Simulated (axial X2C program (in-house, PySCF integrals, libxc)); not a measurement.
**Worked dissociation energy of NaNi⁻: PBE0, spin-free**

All values were computed with an in-house relativistic program for diatomic molecules. Spin-free means the one-electron spin-free X2C Hamiltonian. Basis: Ni dyall-acv3z [10s10p7d4f2g], Na dyall-av3z [10s9p5d2f] (cores contracted in-house); Gaussian nuclei, density fitting, unrestricted open shells. Masses: Ni 57.935 u, Na 22.990 u.

Molecular state: M_S = 1, Λ = 1 (beyond evenly filled blocks: σα, π+α, π+β, π-α).

* E(Ni-) (2M_S = 1, M_L = 1): -1520.401827 hartree
* E(Na) (2M_S = 1, M_L = 0): -162.395986 hartree
* E(NaNi⁻) at Re: -1682.831094 hartree
* ωe: 143.3 cm⁻¹

Task: Work out De and D0.

Result: De = -1520.401827 + (-162.395986) − (-1682.831094) = 0.03328 hartree = 0.906 eV. The zero-point energy is ωe/2 = 72 cm⁻¹ = 0.009 eV, so D0 = 0.897 eV.

Occupations by symmetry block were frozen at the best pattern of an incomplete PBE0 search. De is counted from the lowest determinant-based energies of the atoms at the same level, without counterpoise correction. Other states lie close and PBE0, whose exact exchange favours high spin, may order them wrongly; the determinant shown need not be the ground state. The nearest other spin-free determinant of the search, M_S = 0, Λ = 1, lies 0.019 eV up at the distance of the search. The functionals have no current-density term, which raises determinants with orbital currents, atoms included. The highest occupied level of some functionals is positive through self-interaction error; at Hartree–Fock it is bound.

Each atomic determinant is the lowest at this level and need not be a pure term. Totals compare only within one Hamiltonian and basis.
